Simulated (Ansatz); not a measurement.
The cluster SnSe₄, relaxed as a singlet with RKS PBE-D4/def2-SVP in Ansatz, starting from the GFN1-xTB geometry. Force threshold 0.02 eV/Å.

In the def2 sets Sn takes a core potential; there is no spin–orbit coupling. The restricted singlet is unstable towards broken spin symmetry at other levels; at PBE-D4/def2-SVP this wasn't settled. Another isomer (singlet) lies 0.36 eV lower at PBE0-D4/def2-TZVP; other spin states weren't run for this one.

Start:

```tsv
atom	x (Å)	y (Å)	z (Å)
Sn1	1.2590	0.4085	0.7654
Se2	0.1948	1.7192	-1.2410
Se3	-1.4401	1.0573	0.2686
Se4	0.9200	-1.8363	-0.5492
Se5	-0.9338	-1.3487	0.7563
```

(1) Estimate the energy that the relaxation releases and the steps that it takes.

(2) Does the start keep its bonding and symmetry?

(3) Predict the relaxed structure.

Results:

(1) 39.2 kJ/mol, in 8 steps; 15 s on 4 threads of Arm Neoverse V2 on a shared host. No frequencies were taken in this run, so the end may be a saddle point.

(2) Bonds lost: Se3–Se5 (atoms count from 1). Point group Cs at the start, Cs at the end, both within 0.05 Å.

(3) 
```xyz
5

Sn    1.1349    0.4445    1.0660
Se    0.2066    1.4007   -1.3943
Se   -1.3945    1.3769    0.2709
Se    0.8323   -1.6179   -0.7988
Se   -0.7793   -1.6042    0.8562
```
Bond lengths: 4 × Se–Sn 2.80 to 2.81 Å; 2 × Se–Se 2.31 Å.
